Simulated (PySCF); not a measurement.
# Assigning NMR signals

Structure with atom numbers: `[CH:1]#[C:2][CH2:3][C:4](=[O:5])[C:6]#[CH:7]`. Hydrogens are named by the atom that carries them.

Method: GFN2-xTB geometry, GIAO PBE0/pcSseg-1 shieldings, J couplings at B3LYP/pcJ-1 (without the spin–dipole term), in PySCF (one averaged value for each set of equivalent atoms, one conformer, isolated molecule, non-relativistic).

Shifts are taken against calculated references (same method and geometry level): TMS for 13C (σref 186.93), 1H (σref 31.72).

Question: Assign these signals to the numbered atoms. 13C{1H} NMR (computed): δ 184.9, 91.0, 83.2, 82.3, 81.2, 39.5.

Answer: 
| δ (ppm) | atoms | environment | reason |
| --- | --- | --- | --- |
| 184.9 | C4 | carbonyl carbon of an ynone | – |
| 91.0 | C7 | terminal alkyne carbon | sp carbons lie upfield of alkene carbons because the cylindrical π system leaves one tensor component strongly shielded |
| 83.2 | C6 | alkyne carbon | the triple bond shields along its axis, which puts it between sp3 and sp2 carbons |
| 82.3 | C1 | terminal alkyne carbon | sp carbons lie upfield of alkene carbons because the cylindrical π system leaves one tensor component strongly shielded |
| 81.2 | C2 | alkyne carbon | the triple bond shields along its axis, which puts it between sp3 and sp2 carbons |
| 39.5 | C3 | sp3 CH2 α to a carbonyl | α to the electron-withdrawing carbonyl group |

C6 and C1; C1 and C2 lie closer than the usual error of such a calculation, so a measured spectrum could show them in the other order.

Question: Assign these signals to the numbered atoms. 1H NMR (300 MHz, computed): δ 3.32 (d, J = 4.1 Hz, 2H), 2.92 (s, 1H), 1.82 (t, J = 4.1 Hz, 1H).

Answer: 
3.32 → H(C3), hydrogen on an sp3 CH2 α to a carbonyl
2.92 → H(C7), hydrogen on a terminal alkyne carbon: it lies on the axis of the triple bond, in its shielding cone
1.82 → H(C1), hydrogen on a terminal alkyne carbon

Multiplet labels drop couplings under 1 Hz and merge nearly equal ones. Shifts are as computed. Against solution values, carbons near 30 ppm lie about +3 ppm off and those near 130 ppm about +5 ppm. Of 1211 compounds with measured shifts, 218 miss one by over three times the rms of a fit or turn the order of signals round; such compounds aren't used in these exercises.
